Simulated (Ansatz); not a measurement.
Total energies of BFH$_{3}$ISi, SMILES `B[SiH](F)I`.

Z-matrix (Å, degrees):
```
B
I 1 2.621
Si 1 1.942 2 64.9
H 1 1.193 2 102.4 3 -115.8
H 1 1.192 2 103.0 3 116.4
F 3 1.591 1 122.5 2 102.9
H 3 1.478 1 128.3 2 -97.6
```

Charge 0, multiplicity 1. Correlated methods include outer-core shells of I, which these sets cover unevenly. I takes the def2 core potential. Geometry: relaxed with PBE0-D4/def2-TZVP. Basis def2-TZVPP, Ansatz 0.2.0.

RPA on PBE orbitals: Hartree–Fock energy of these orbitals -711.54007 Eh, correlation -1.41219 Eh (frozen core).

```tsv
functional	energy without D4 (Eh)	D4 term (kJ/mol)
BLYP	-713.74376	-38.0
r2SCAN	-713.86055	-3.8
B97M-V	-713.71432	–
PBE0	-713.58666	-14.8
B3LYP	-713.94973	-29.0
r2SCANh	-713.84274	-4.1
LC-ωPBE	-713.69376	–
ωB97X-V	-713.72924	–
B2PLYP	-713.45973	–
PBE-QIDH	-713.33371	–
```

Q: Give the same for LDA (SPW92), PBE, revPBE, r2SCAN0, HSE06 (plane-wave form), BHLYP, CAM-B3LYP, ωB97M-V. (Best estimate.)

A: Computed: 
```csv
functional,energy without D4 (Eh),D4 term (kJ/mol)
LDA (SPW92),-711.31594,–
PBE,-713.52512,-17.5
revPBE,-713.76505,-45.3
r2SCAN0,-713.81704,-4.7
HSE06 (plane-wave form),-713.57256,-14.1
BHLYP,-713.72989,-25.8
CAM-B3LYP,-713.79357,-15.4
ωB97M-V,-713.74699,–
```

B3LYP takes the VWN-RPA correlation (the form of Gaussian; ORCA's B3LYP/G). HSE06 is the plane-wave form, built on full-range PBE exchange. The double hybrids freeze the cores in their second-order part.

LC-ωPBE has ω = 0.4 bohr⁻¹.
